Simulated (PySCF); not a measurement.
Compound: H6O3Si2.
Structure used (PBE0-D3(BJ)/def2-SVP), in Å, numbered top down from 1:
```
atom  x, y, z in Å
O1    -2.437    0.921    0.069
Si2   -1.249   -0.049    0.686
O3    -1.455   -1.562    0.064
O4     0.212    0.598    0.256
Si5    1.619    0.179   -0.522
H6    -2.219    1.853   -0.023
H7    -1.291   -0.172    2.156
H8    -1.808   -1.609   -0.830
H9     1.328   -0.307   -1.905
H10    2.337   -0.895    0.226
H11    2.478    1.393   -0.602
```

Level of theory: TDDFT PBE0/def2-SVPD, vertical, gas phase, core orbitals frozen in the response in PySCF 2.14.0, density-fitted response routines.

Frontier orbitals with the atoms that hold most of them (Löwdin shares over 4%, at most four atoms; ? is withheld):

```
orbital  ε (eV)                             atoms
 HOMO-3   -9.85   O3 54%, Si5 12%, O1 10%, H11 8%
 HOMO-2   -9.45    O1 51%, Si2 12%, H7 10%, O3 9%
 HOMO-1   -9.11  O4 31%, Si5 21%, H11 15%, O3 13%
   HOMO       ?                                 ?
   LUMO   -0.12                                 ?
 LUMO+1    0.49    Si5 29%, O3 14%, H9 9%, H11 8%
 LUMO+2    0.65   O1 28%, H6 16%, Si2 11%, O4 11%
```

Which atoms hold the LUMO, and with what shares?

Si5 (bonded to O and 3 H) 22%; Si2 (bonded to 3 O and H) 19%; O1 (bonded to Si and H) 10%; O4 (bonded to 2 Si) 9%. By element: silicon 41%, oxygen 20% or more.

Give the leading atoms of the HOMO.

O4 (bonded to 2 Si) 33%; Si5 (bonded to O and 3 H) 20%; H10 (bonded to Si) 15%; H9 (bonded to Si) 9%. By element: oxygen 33% or more, hydrogen 24% or more, silicon 20% or more.

What is the HOMO energy, and the HOMO–LUMO gap?

ε(HOMO) = -8.88 eV; the gap is 8.75 eV (0.3217 hartree).

The HOMO–LUMO gap is 8.75 eV. Where does the response calculation put the lowest singlet, and from which orbitals?

S1 is at 7.42 eV (f = 0.0010), 1.33 eV below the gap, made of HOMO→LUMO (87%). Without the coupling terms of the response equations the lowest excitation would equal the gap.

Give energy, strength and leading configuration of S1 and S2, and follow the Löwdin shares of the leading atoms from the occupied to the empty orbital.

- S1 (7.42 eV, f 0.0010), HOMO→LUMO (87%): O4 33% → 9%, Si5 20% → 22%, Si2 at most 10% → 19%
- S2 (7.65 eV, f 0.0007), HOMO-1→LUMO (88%): O4 31% → 9%, Si5 21% → 22%, Si2 at most 14% → 19%

Löwdin shares depend on the basis, the more so with diffuse functions.

One conformer stands for the species.
